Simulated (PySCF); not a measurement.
## SMILES [SiH3][C@H]1CCNN1, C3H10N2Si

Geometry (Å), atoms numbered from 1 in this order:
```xyz
16

Si   -1.998   -0.491    0.202
C    -0.398   -0.225   -0.809
C     0.314    1.105   -0.470
C     1.303    0.689    0.631
N     0.984   -0.725    0.855
N     0.539   -1.262   -0.384
H    -1.757   -0.253    1.620
H    -2.983    0.484   -0.292
H    -2.458   -1.855   -0.046
H    -0.581   -0.322   -1.880
H     0.845    1.504   -1.337
H    -0.387    1.862   -0.125
H     2.342    0.845    0.301
H     1.150    1.232    1.565
H     1.764   -1.263    1.219
H     1.315   -1.315   -1.061
```

Level of theory: GIAO HF/pcSseg-1 magnetisability, rotational g tensor and spin-rotation constants, non-relativistic, gas phase in PySCF. Geometry: GFN2-xTB.

Problem. What are the magnetisability and the molar susceptibility?

Solution. Isotropic -1193 × 10⁻³⁰ J/T², or -71.8 × 10⁻⁶ cm³/mol; principal values -1240, -1174, -1164 × 10⁻³⁰ J/T², anisotropy 71 × 10⁻³⁰ J/T² (root of half the summed squared differences of the principal values). The susceptibility is in cgs units.

Problem. Split it along the inertial axes a, b, c into diamagnetic and paramagnetic parts about the centre of mass, with the quadrupole moment.

Solution. 
```csv
axis,χ (10⁻⁶ cm³/mol),diamagnetic (10⁻⁶ cm³/mol),paramagnetic (10⁻⁶ cm³/mol),summed x² of all electrons (Å²),quadrupole Θ (D Å)
a,-73.4,-364.3,290.9,117.8,+3.27
b,-70.5,-652.5,581.9,49.9,-4.08
c,-71.6,-711.4,639.8,36.0,+0.81
```
Anisotropies 2χaa − χbb − χcc = -4.6 and 2χbb − χaa − χcc = +3.9 × 10⁻⁶ cm³/mol. Θ is traceless in Buckingham's convention.

Problem. And the rotational g tensor?

Solution. 
```csv
axis,rotational constant (GHz),g,nuclear part,electronic part
a,4.8483,-0.0244,0.6382,-0.6626
b,2.2443,-0.0097,0.6039,-0.6136
c,2.0252,-0.0105,0.5982,-0.6087
```
Asymmetric top; isotopes 12C, 1H, 14N, 28Si; no vibrational averaging.
